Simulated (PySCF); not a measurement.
## SMILES O(CC=C)[SiH2][SiH2]Br, C3H9BrOSi2

Geometry (Å), atoms numbered from 1 in this order:
```xyz
16

C    -2.189    1.368    0.450
C    -2.430    0.169   -0.043
C    -1.378   -0.797   -0.494
O    -0.091   -0.284   -0.344
Si    1.272   -1.098   -0.035
Si    2.654    0.718    0.090
Br    4.691   -0.072    0.541
H    -2.982    2.023    0.762
H    -1.183    1.737    0.556
H    -3.439   -0.206   -0.154
H    -1.538   -1.043   -1.554
H    -1.482   -1.732    0.072
H     1.145   -1.897    1.193
H     1.590   -2.063   -1.099
H     2.461    1.686    1.172
H     2.891    1.500   -1.125
```

The calculation used GIAO B3LYP/pcSseg-1 magnetisability, rotational g tensor and spin-rotation constants, non-relativistic, gas phase in PySCF. Geometry: GFN2-xTB.

The calculation is non-relativistic, which matters for the atoms heavier than Zn.

Give the nuclear spin-rotation constants along the inertial axes (H = +C I·J) beside the isotropic shieldings.

Rotational constants 4.0771, 0.3690, 0.3453 GHz. A star marks the isotopologue with that one atom substituted, in its own axes.
| atom | isotope | Caa (kHz) | Cbb (kHz) | Ccc (kHz) | mean (kHz) | σ (ppm) |
| --- | --- | --- | --- | --- | --- | --- |
| Br7 | 79Br | 1.294 | 0.149 | 0.071 | 0.505 | 2919.9 |
| H8 | 1H | 0.006 | -0.007 | -0.038 | -0.013 | 26.4 |
| H9 | 1H | 0.293 | -0.028 | -0.041 | 0.075 | 26.2 |
| H10 | 1H | 0.339 | -0.032 | -0.041 | 0.089 | 25.9 |
| H11 | 1H | -0.391 | -0.025 | 0.007 | -0.137 | 27.2 |
| H12 | 1H | -0.404 | -0.009 | -0.011 | -0.141 | 27.7 |
| H13 | 1H | -0.366 | -0.028 | 0.012 | -0.127 | 26.8 |
| H14 | 1H | -0.358 | 0.004 | -0.017 | -0.124 | 26.7 |
| H15 | 1H | -0.385 | 0.005 | -0.015 | -0.132 | 26.4 |
| H16 | 1H | -0.382 | -0.026 | 0.013 | -0.132 | 26.4 |
| C1 | 13C* | 1.861 | 0.116 | 0.044 | 0.674 | 63.5 |
| C2 | 13C* | 2.119 | 0.122 | 0.059 | 0.767 | 38.2 |
| C3 | 13C* | 0.783 | 0.091 | 0.085 | 0.320 | 110.4 |
| O4 | 17O* | -0.406 | -0.020 | -0.008 | -0.144 | 325.3 |
| Si5 | 29Si* | -2.068 | -0.247 | -0.226 | -0.847 | 368.4 |
| Si6 | 29Si* | -2.204 | -0.232 | -0.211 | -0.882 | 383.3 |

For the geometry as given, no vibrational averaging.

How do the rotational constants and the g tensor change when H8, H9, H10, H11, H12, H13, H14, H15, H16 are replaced by deuterium?

Constants 3.2098, 0.3439, 0.3197 GHz; g -0.0419, -0.0063, -0.0040, against -0.0532, -0.0067, -0.0043 before.
